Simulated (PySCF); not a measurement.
Compound: TMS, C4H12Si.
Atom-mapped SMILES: `[CH3:1][Si:2]([CH3:3])([CH3:4])[CH3:5]` (hydrogens: H6, H7, H8 on C1; H9, H10, H11 on C3; H12, H13, H14 on C4; H15, H16, H17 on C5)

Computed geometry: GFN2-xTB, gas phase.

Q: Give the optimised bond lengths and angles.

A: 
```json
{"bond": "C1–Si2 and 3 like bonds", "length (Å)": "1.909", "order": "single"}
{"bond": "C1–H6 and 11 like bonds", "length (Å)": "1.086", "order": "single"}
```

Bonds in one row agree within 0.01 Å and their mean is given. Orders are formal, as drawn. A selection of angles:
```json
{"angle": "Si2–C1–H6", "degrees": "111.4"}
{"angle": "H6–C1–H7", "degrees": "107.5"}
{"angle": "C1–Si2–C3", "degrees": "109.5"}
```

All 4 C–Si bonds measure 1.909 Å. Si2 (four-coordinate silicon) is tetrahedral (angles from 109.4° to 109.6°).

Point group: Td (tolerance 0.08 Å). Stationary, but not proved a minimum.
